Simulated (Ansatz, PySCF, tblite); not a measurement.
System: F₂Sn, singlet: symmetric bend, bond length relaxed. Scanned: F-Sn-F angle. Other coordinates (Sn-F bond length) were minimised at B3LYP/def2-TZVP.

Computed with: GFN2-xTB, 300 K electronic temperature (tblite); CCSD on RHF/def2-TZVP, 6 core orbitals frozen, def2 effective core potentials past Kr (PySCF); RKS-PBE/def2-TZVP = Ansatz (an electronic-structure program) with restricted PBE/def2-TZVP, def2 effective core potentials past Kr.

Energies in eV, each method relative to its own lowest point.

```csv
a / °,GFN2-xTB,CCSD,RKS-PBE/def2-TZVP
180,0.535,1.626,1.270
170,0.517,1.571,1.223
160,0.469,1.411,1.090
150,0.392,…,0.895
140,0.297,0.887,0.667
130,0.198,0.594,0.438
120,0.109,0.326,0.234
110,0.037,…,0.080
100,0.000,0.000,0.000
90,0.015,…,…
80,…,0.200,0.200
```

Task: Some entries are withheld; supply them.

Result: 
- 150, CCSD: 1.172
- 110, CCSD: 0.118
- 90, CCSD: 0.008
- 90, RKS-PBE/def2-TZVP: 0.023
- 80, GFN2-xTB: 0.112
